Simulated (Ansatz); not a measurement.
Dissociation curve of GaH, singlet.

- UCCSD = CCSD on UHF/def2-TZVP, cores with 3d frozen in Ansatz (a first-principles code)
- UMP2 = MP2 on UHF/def2-TZVP, cores with 3d frozen in Ansatz
- FCI = full CI/def2-TZVP, cores with 3d frozen (Ansatz)

Energies relative to the lowest point of each curve near equilibrium, in kcal/mol:

```json
[
 {"R / Å": "1.43", "UCCSD": "10.3", "UMP2": "11.4"},
 {"R / Å": "1.52", "UCCSD": "3.7", "UMP2": "4.0"},
 {"R / Å": "1.62", "UCCSD": "0.5", "UMP2": "0.4"},
 {"R / Å": "1.74", "UCCSD": "0.4", "UMP2": "0.4"},
 {"R / Å": "2.06", "UCCSD": "10.1", "UMP2": "10.9"},
 {"R / Å": "2.54", "UCCSD": "31.6", "UMP2": "38.2"},
 {"R / Å": "2.73", "UCCSD": "39.6", "UMP2": "46.5"},
 {"R / Å": "3.40", "UCCSD": "58.8", "UMP2": "58.6"},
 {"R / Å": "3.70", "UCCSD": "62.5", "UMP2": "60.2"},
 {"R / Å": "4.12", "UCCSD": "64.5", "UMP2": "61.3"},
 {"R / Å": "4.55", "UCCSD": "65.2", "UMP2": "61.7"},
 {"R / Å": "4.94", "UCCSD": "65.4", "UMP2": "61.9"}
]
```

Problem. Predict the corresponding FCI column.

Solution. 1.43: 10.4; 1.52: 3.8; 1.62: 0.5; 1.74: 0.3; 2.06: 9.9; 2.54: 30.5; 2.73: 37.8; 3.40: 55.9; 3.70: 60.2; 4.12: 63.6; 4.55: 65.0; 4.94: 65.6 (kcal/mol).

The unrestricted determinant behind UCCSD, UMP2 is spin-contaminated at 1.25 to 1.52, 2.54 to 6.71 Å (<S²> up to 1.0, against 0.00 for a pure singlet).
